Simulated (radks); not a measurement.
The numbers below are computed, except where a source is named.
Q: Ionisation of the phosphorus ion P3+, [Ne] 3s2, to P4+, [Ne] 3s1, under several functionals. Non-relativistic Kohn-Sham, spin-polarised, spherical densities, point nucleus; open shells are filled with parallel spins first; a radial shooting solver on a logarithmic mesh with Libxc functionals. The NIST Atomic Spectra Database gives 51.444 eV (measured). Rank these functionals by the error of their Delta-SCF ionisation energy: exchange-only LDA; exchange-only PBE; exchange-only B88; revTPSS; r2SCAN; TPSS; LDA (Slater exchange, Perdew-Zunger correlation); exchange-only r2SCAN; SOGGA.

A: From best to worst: LDA (Slater exchange, Perdew-Zunger correlation) 51.437 eV (-0.007); TPSS 51.036 eV (-0.408); revTPSS 50.962 eV (-0.482); SOGGA 50.925 eV (-0.519); r2SCAN 50.629 eV (-0.815); exchange-only PBE 50.352 eV (-1.092); exchange-only B88 50.150 eV (-1.294); exchange-only LDA 49.675 eV (-1.769); exchange-only r2SCAN 49.493 eV (-1.950).
